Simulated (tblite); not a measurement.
Compound: CH11NSi3.
Structure used (GFN2-xTB), in Å, numbered top down from 1:
```
atom  x, y, z in Å
N1    -2.9593    0.3402   -0.3780
Si2   -1.5254    0.2803    0.5799
C3    -0.3429   -0.8976   -0.3186
Si4    1.3968   -1.0179    0.4356
Si5    2.5108    0.9986    0.3615
H6    -3.3582   -0.5212   -0.7157
H7    -3.6960    0.9706   -0.1068
H8    -1.7191   -0.1964    1.9610
H9    -1.0269    1.6571    0.6001
H10   -0.2566   -0.5771   -1.3573
H11   -0.7848   -1.8944   -0.3480
H12    1.2570   -1.5359    1.8070
H13    2.1174   -2.0793   -0.2945
H14    3.9546    0.8467    0.5731
H15    2.3723    1.6882   -0.9255
H16    2.0527    1.9468    1.3823
```

All values are computed: GFN2-xTB (tblite) harmonic vibrations without scaling, gas phase. This tight-binding method is rough: wavenumbers can miss measured ones by several per cent, in bad cases by 10 to 20. Modes of hydrogen on silicon can be 10 to 20 % off. One conformer, not necessarily the lowest.

Harmonic wavenumbers (cm⁻¹): 30.2, 39.8, 62.7, 117.5, 150.8, 203.9, 225.3, 368.8, 433.7, 462.2, 467.3, 478.0, 525.0, 565.1, 584.7, 622.8, 696.6, 717.4, 729.2, 791.7, 800.1, 814.1, 822.1, 825.7, 830.7, 847.9, 894.6, 1019.7, 1134.5, 1461.7, 1527.3, 2137.1, 2155.5, 2173.0, 2217.9, 2221.8, 2227.2, 2247.0, 2964.0, 2976.3, 3472.5, 3507.5.

A = 4352, B = 1002, C = 882.1 MHz; mass 121.020 u (most abundant isotopes); point group C1, symmetry number 1.

Task: What is the zero-point energy?

Result: ½Σν̃ = 23775 cm⁻¹ = 284.42 kJ/mol.

Task: Entropy at 298.15 K, 1 bar (ideal gas, RRHO, classical rotation)?

Result: Translation 168.67, rotation 120.56, vibration 142.08: S = 431.3 J/(mol K).

Task: And Cp and H(298.15 K) − H(0)?

Result: Cp = 170.11 J/(mol K), of which vibrations give 136.85 (their classical limit is 42 R = 349.2); H(298.15 K) − H(0) = 30.88 kJ/mol without the zero-point energy, 20.97 from vibrations.

Task: Blend soft modes into free rotors: weight 1/[1 + (100 cm⁻¹/ν̃)⁴] for the oscillator and the rest for a rotor with moment μB/(μ + B), μ = h/(8π²ν), B = 10⁻⁴⁴ kg m². What vibrational entropy results?

Result: 124.08 J/(mol K) in place of 142.08, which changes −T·S at 298.15 K by +5.37 kJ/mol.

Task: What must be added to the electronic energy to get the Gibbs energy at 298.15 K and 1 bar?

Result: ZPE + [H(298.15 K) − H(0)] − T·S = 284.42 + 30.88 − 128.59 = 186.71 kJ/mol.

Task: Which modes carry the vibrational entropy at 298.15 K?

Result: 30.2 cm⁻¹: 24.34; 39.8 cm⁻¹: 22.05; 62.7 cm⁻¹: 18.29; 117.5 cm⁻¹: 13.14; 150.8 cm⁻¹: 11.14; 203.9 cm⁻¹: 8.78 J/(mol K); the other 36 give 44.35 together.

Task: How do the functions run with temperature in this model?

Result: 
| T (K) | S (J/(mol K)) | Cp (J/(mol K)) | H − H(0) (kJ/mol) | G − H(0) (kJ/mol) | ln q(vib) |
| --- | --- | --- | --- | --- | --- |
| 100 | 302.9 | 81.5 | 5.98 | -24.31 | 2.83 |
| 200 | 372.4 | 126.2 | 16.27 | -58.22 | 5.82 |
| 300 | 432.4 | 170.8 | 31.20 | -98.51 | 8.68 |
| 500 | 535.0 | 230.4 | 71.88 | -195.61 | 14.20 |
| 800 | 655.5 | 281.7 | 149.39 | -374.99 | 21.64 |
| 1000 | 720.9 | 304.1 | 208.08 | -512.78 | 26.05 |

q(vib) and H(0) count from the zero-point level.

Hindered rotation and anharmonicity are outside this model. Other conformers, if any are populated, would add a mixing term that is left out. The structure is chiral; the term R ln 2 for an equal mix with its mirror image is left out.

On one thread of an Intel Xeon at 2.50 GHz, shared host with 64 logical CPUs at a one-minute load of 61, this took 1.8 s. This covers the Hessian and the dipole derivatives.
